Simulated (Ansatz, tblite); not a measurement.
Cost and result up the ladder for the cluster Cu3F4 (the lowest doublet isomer of a short search) (7 atoms). The state is a doublet with charge 0. Geometry: r2SCAN-D4/def2-SVP.

```xyz
7

Cu   -0.160    0.255   -1.461
Cu    0.239    1.108    0.880
Cu    0.225   -1.343    0.453
F     1.015   -0.331    1.865
F    -1.360   -0.079    0.502
F     0.009   -1.626   -1.436
F     0.032    2.015   -0.803
```

Ansatz on 4 threads of Arm Neoverse V2 on a shared host; xTB runs through tblite on one thread. Times are rough, summed over both states, and most runs start from the orbitals of an earlier one. PBE0-D4/def2-TZVP serves as the yardstick here, not as an exact answer. The other state is a triplet.

The xTB rows come from tblite. HOMO above LUMO, or a gap near zero within one spin, warns that the state may not be the lowest or that an electron is smeared out. Another isomer (doublet) lies 0.03 eV lower at PBE0-D4/def2-TZVP.

Run but left out: PBE-D4/def2-TZVP (charge +1 triplet: an occupied level 0.05 eV above an empty one).

Raw xTB energies of ions are shifted by several eV, and xTB has no spin-polarisation term.

```json
{"level": "GFN1-xTB", "functions": "43", "wall time": "0.012 s", "vertical IE (eV)": "13.58", "difference from PBE0-D4/def2-TZVP (eV)": "4.58", "remarks": "–"}
{"level": "GFN2-xTB", "functions": "43", "wall time": "0.019 s", "vertical IE (eV)": "14.49", "difference from PBE0-D4/def2-TZVP (eV)": "5.50", "remarks": "–"}
{"level": "r2SCAN-D4/def2-TZVP (with forces)", "functions": "259", "wall time": "43 s", "vertical IE (eV)": "9.05", "difference from PBE0-D4/def2-TZVP (eV)": "0.06", "remarks": "gap within one spin near zero (+1 triplet), gap within one spin near zero (doublet)"}
{"level": "PBE0-D4/def2-TZVP", "functions": "259", "wall time": "56 s", "vertical IE (eV)": "8.99", "difference from PBE0-D4/def2-TZVP (eV)": "0.00", "remarks": "–"}
```
